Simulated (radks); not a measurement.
Li2+, 1 electrons, occupied as 2s1 (not the ground configuration).

Calculated with a radial shooting solver on a logarithmic mesh with Libxc functionals: Dirac Kohn-Sham, exchange-only B88, spin-unpolarised, spherical densities, finite nucleus; Fermi nuclear charge, rms radius 2.444 fm.

Energy parts (eV):
part               energy
total             -30.276
kinetic            30.292
electron-nucleus  -60.921
Hartree             6.188
exchange           -5.835

Orbitals (lengths in bohr, moments of r in powers of bohr; <r^-3> diverges for s and p1/2; r(90%) holds 90 % of the orbital's charge):
orbital  occ.  eigenvalue (eV)    <r>  <r^-3>   <1/r>  r(90%)
2s1/2       1         -25.4690  1.985       -  0.7463    3.02

The highest occupied level is 2s1/2 at -25.469 eV. The electron density at the nucleus is 1.081 e/bohr^3. Summed over all electrons, <r^2> = 4.595 bohr^2, which gives a Langevin (diamagnetic) susceptibility term of -3.64 x 10^-6 cm^3/mol. The density falls to 0.001 e/bohr^3 at r = 3.20 bohr.

Empty levels of this run are not shown, since the potential may be unsettled where no density lies.
